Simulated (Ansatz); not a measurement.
AgTe₂ was relaxed with PBE0-D4 (def2-TZVP) in Ansatz in these states: neutral doublet, neutral quartet. The geometries follow in no particular order.

In the def2 sets Ag, Te take a core potential; there is no spin–orbit coupling.

A:

```
atom    x (Å)    y (Å)    z (Å)
 Ag1   1.0907  -0.3119   1.0825
 Te2   0.4013   0.0772  -1.5169
 Te3  -1.4920   0.2347   0.4344
```

B:

Cartesian coordinates in Å:
```
Ag 1.656 0.637 0.573
Te -0.242 -1.079 -1.134
Te -1.414 0.442 0.561
```

Problem. Judge from the bond lengths which geometry belongs to which state (an estimate).

Solution. A is the neutral doublet (Ag1–Te2 2.717 Å, Ag1–Te3 2.718 Å, Te2–Te3 2.723 Å); B is the neutral quartet (Ag1–Te2 3.076 Å, Ag1–Te3 3.076 Å, Te2–Te3 2.561 Å).

At PBE0-D4/def2-TZVP a doublet lies 1.17 eV below the neutral quartet. These are the stationary points nearest to one start from a short search; other shapes may lie lower in each state.
